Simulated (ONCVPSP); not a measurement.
# Ranking ONCV potentials for calcium (Ca)

All share these settings but for the change named:

ONCVPSP 4.0.1 input, shortened (lines: element, Z, core and valence counts, functional; n l f; lmax; l rc ep ncon nbas qcut; lloc lpopt rc5 dvloc0; l nproj debl; icmod fcfact rcfact), LDA (Perdew-Wang 92), scalar-relativistic:

```
  Ca 20.00    3    3  -001012      upf
    1    0    2.00
    2    0    2.00
    2    1    6.00
    3    0    2.00
    3    1    6.00
    4    0    2.00
    2
    0    1.95    0.00    3    7    5.20
    1    1.45    0.00    5    8    9.70
    2    1.95    0.07    3    7    4.30
    4    5    1.20    0.00
    0    2    0.60
    1    2    3.20
    2    3    2.00
    0    0.00    0.00
```

In the d channel the program set the typed energies aside and used -0.078, 1.922, 3.922 Ha.

Cutoff: the first of the cutoffs (Ha) at which the residual kinetic energy of the hardest occupied pseudo-wave falls to 1 and 0.1 mHa per electron; the density cutoff is not measured.

The base gives 28 Ha.

Of 5 variants that were run, those that failed, showed a ghost or another fault, or gave nearly equal values are left out.

A variant can come out equal or close to the base.

(1) Rank these variants from softest to hardest (loose cutoff).
A. all radii scaled by about 1.12 (s 2.18, p 1.62, d 2.18 bohr); local potential polynomial inside 1.34 bohr (lpopt 5, dvloc0 0 Ha)
B. all radii scaled by about 1.21 (s 2.36, p 1.76, d 2.36 bohr); local potential polynomial inside 1.46 bohr (lpopt 5, dvloc0 0 Ha)
C. all radii scaled by about 0.90 (s 1.76, p 1.30, d 1.76 bohr); local potential polynomial inside 1.08 bohr (lpopt 5, dvloc0 0 Ha)

## Answers

(1) B (15 Ha), A (22 Ha), C (30 Ha).
